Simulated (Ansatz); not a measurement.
`C[SiH2][Te][SiH3]` + `F[SiH2]N[SiH3]` → `F[SiH2]N([SiH3])[SiH3]` + `C[SiH2][TeH]` at 500 K and 1 bar (ligand exchange at the Si–Te bond).

Computed with Ansatz on PBE0-D4/def2-TZVP structures; ΔE is electronic, products minus reactants. CCSD(T)/CBS is the MP2 limit (def2-TZVPP, def2-QZVPP) plus CCSD(T) − MP2 in def2-TZVPP, frozen cores. This one scheme is used for every species. Elements past krypton have def2 core potentials. For Te outer-core shells are correlated without core-valence functions, which leaves a few kJ/mol of doubt a bond. Each species was taken in one conformer, which may not be the lowest.

| species | CCSD(T)/CBS energy (Eh) | H − E (kJ/mol) | S (J/(mol·K)) |
| --- | --- | --- | --- |
| `C[SiH2][Te][SiH3]` | -888.79691 | 263.8 | 479.3 |
| `F[SiH2]N[SiH3]` | -736.37696 | 207.5 | 402.5 |
| `F[SiH2]N([SiH3])[SiH3]` | -1026.67748 | 262.9 | 479.0 |
| `C[SiH2][TeH]` | -598.49179 | 199.8 | 390.8 |

H − E and S are ideal-gas, rigid-rotor, harmonic terms from PBE0-D4/def2-TZVP, for one conformer and one mirror image of each species. 1 Eh = 2625.50 kJ/mol, R = 8.31446 J/(mol·K).

Problem. By hand: ΔE, ΔH, ΔS and ΔG.

Solution. ΔE = (-1026.67748) + (-598.49179) − (-888.79691) − (-736.37696) = 0.00460 Eh = 12.1 kJ/mol. Δ(H − E) = 262.9 + 199.8 − 263.8 − 207.5 = -8.6, so ΔH = 3.5 kJ/mol. ΔS = 479.0 + 390.8 − 479.3 − 402.5 = -12.0 J/(mol·K). ΔG = 3.5 − 500 × (-12.0)/1000 = 9.5 kJ/mol.

Problem. By hand: the equilibrium constant, and the temperature at which ΔG would vanish if ΔH and ΔS stayed fixed.

Solution. log₁₀ K = −ΔG/(RT ln 10) = -1.0. ΔH and −TΔS have one sign here, so there is no such temperature. One of them is within its doubt of zero, so this could turn.

TΔS isn't small against ΔH here. A doubt of 5 kJ/mol in ΔE shifts log₁₀ K by 0.5 here. Other conformers and mirror images would add mixing entropy, several J/(mol·K) or more a flexible species. Modes under 60 cm⁻¹, often nearly free rotors, make the harmonic entropy too high. These are equilibria of isolated gas molecules and say nothing of rates. Largest T1 diagnostic: 0.012 (customary marks: 0.02 for closed shells, 0.045 for open ones).
